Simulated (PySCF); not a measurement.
# Assignment exercise: C8H12Si

Mapped SMILES: `[CH2:1]=[CH:2][Si:3]([CH:4]=[CH2:5])([CH:6]=[CH2:7])[CH:8]=[CH2:9]` (H(Xn): hydrogen on atom n). Ha(C1), Ha(C5), Ha(C7), Ha(C9) are cis to Si3; Hb(C1), Hb(C5), Hb(C7), Hb(C9) are trans to Si3.

[PySCF 2.14: shieldings: GIAO PBE0/pcSseg-1; structure optimised with GFN2-xTB; no relativistic terms; fast rotation and ring inversion assumed for equivalent nuclei; one computed conformer; no solvent model]

Referencing at the same level of theory: TMS for ¹³C, ¹H.

(1) Assign these signals to the numbered atoms. ¹³C{¹H} NMR (computed): δ 144.5 (CH2), 142.6 (CH).

(2) Assign these signals to the numbered atoms. ¹H NMR (400 MHz, computed): δ 6.58 (m, 4H), 6.48 (m, 4H), 6.16 (m, 4H).

Results:

(1) 
```tsv
δ (ppm)	atoms	environment	reason
144.5	C1/C5/C7/C9	terminal =CH2 carbon	as expected for a trigonal carbon in a double bond
142.6	C2/C4/C6/C8	alkene CH	as expected for a trigonal carbon in a double bond
```

C1/C5/C7/C9 and C2/C4/C6/C8 lie closer than the usual error of such a calculation, so a measured spectrum could show them in the other order.

(2) 
6.58 → Hb(C1)/Hb(C5)/Hb(C7)/Hb(C9), hydrogen on a terminal =CH2 carbon: attached to an sp2 carbon and in the plane of the double bond
6.48 → H(C2)/H(C4)/H(C6)/H(C8), hydrogen on an alkene CH: olefinic region
6.16 → Ha(C1)/Ha(C5)/Ha(C7)/Ha(C9), hydrogen on a terminal =CH2 carbon: attached to an sp2 carbon and in the plane of the double bond

Hb(C1)/Hb(C5)/Hb(C7)/Hb(C9) and H(C2)/H(C4)/H(C6)/H(C8) lie closer than the usual error of such a calculation, so a measured spectrum could show them in the other order.

Shifts are as computed. Against solution values, carbons near 30 ppm lie about +3 ppm off and those near 130 ppm about +5 ppm. Of 1211 compounds with measured shifts, 218 miss one by over three times the rms of a fit or turn the order of signals round; such compounds aren't used in these exercises. Multiplicities follow the n + 1 count of equivalent neighbours, as no J values were calculated; m marks all less simple cases, F and P coupling included.
